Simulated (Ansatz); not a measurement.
Reaction (redistribution): `[Cl][GeH]` + `C[CH2][Ga]([Cl])[O]C(C)C` → `CC(C)[O][Ge][Cl]` + `C[CH2][GaH][Cl]`

Gas-phase electronic energies from Ansatz, PBE0-D4/def2-TZVP geometries. CBS: MP2 limit from def2 TZ/QZ plus the TZ coupled-cluster correction, frozen cores. For Ga, Ge outer-core shells are correlated without core-valence functions, which leaves a few kJ/mol of doubt a bond. Scalar relativity is left out up to krypton. Each species was taken in one conformer, which may not be the lowest.

```json
{"species": "`[Cl][GeH]`", "CCSD(T)/CBS(def2) energy (Eh)": "-2536.49422"}
{"species": "`C[CH2][Ga]([Cl])[O]C(C)C`", "CCSD(T)/CBS(def2) energy (Eh)": "-2656.48307"}
{"species": "`CC(C)[O][Ge][Cl]`", "CCSD(T)/CBS(def2) energy (Eh)": "-2729.50504"}
{"species": "`C[CH2][GaH][Cl]`", "CCSD(T)/CBS(def2) energy (Eh)": "-2463.48892"}
```

**Question.** Work out ΔE.

**Answer.** ΔE = (-2729.50504) + (-2463.48892) − (-2536.49422) − (-2656.48307) = -0.01667 Eh = -43.8 kJ/mol.

Largest T1 diagnostic among the species: 0.014.

From PBE to PBE0 (25 % exact exchange), in def2-TZVPP and without D4, ΔE moves by +4.7 kJ/mol.
